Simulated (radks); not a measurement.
Values are calculated unless marked as measured or tabulated.
All-electron atom: Rb3+ in [Ar] 3d10 4s2 4p4. Level of theory: Dirac Kohn-Sham, BP86, spin-unpolarised, spherical densities, point nucleus; open shells fill j = l - 1/2 first (a radial shooting solver on a logarithmic mesh with Libxc functionals).

Spin-orbit splittings of the eigenvalues, e(l+1/2) - e(l-1/2), with zeta = 2 splitting/(2l+1) and mean radii in bohr:

shell  occ.  splitting (eV)  zeta (eV)  <r> j=l-1/2  <r> j=l+1/2
2p        6           60.83      40.55       0.1522       0.1563
3p        6           9.150      6.100       0.5112       0.5216
3d       10           1.557     0.6227       0.5217       0.5254
4p        4           1.081     0.7209        1.553        1.580
